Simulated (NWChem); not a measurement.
Molecule: VHO$_{2}$F$_{2}$; SMILES [O]=[V]([OH])([F])[F]

```xyz
6

V      0.0100     0.0000    -0.0071
O     -0.1794    -0.0001     1.5187
F      0.8738    -1.4053    -0.4563
F      0.8693     1.4080    -0.4566
O     -1.5519    -0.0026    -0.7428
H     -2.3813    -0.0039    -0.2471
```
Atoms are numbered in this order, from 1.

Program: NWChem. Pople sets run with spherical d functions. Geometry: optimised at PBE0/def2-SVP. Vzz is the largest principal value of the second derivative of the potential at the nucleus (NWChem prints the opposite sign); η is the asymmetry. Non-relativistic.

```tsv
level	Vzz V1 (a.u.)	η V1	Vzz O2 (a.u.)	η O2	Vzz O5 (a.u.)	η O5	relative time
Hartree-Fock/cc-pVTZ	0.182	0.25	0.268	0.59	1.174	0.17	10
Hartree-Fock/6-31G*	-0.513	0.18	0.309	0.61	1.170	0.24	1
PBE/def2-TZVP	-0.217	0.17	-0.209	0.92	1.033	0.04	2
PBE/6-31G*	-0.383	0.31	0.175	0.65	1.045	0.09	2
```

The last column is a rough cost ratio, cheapest run = 1.
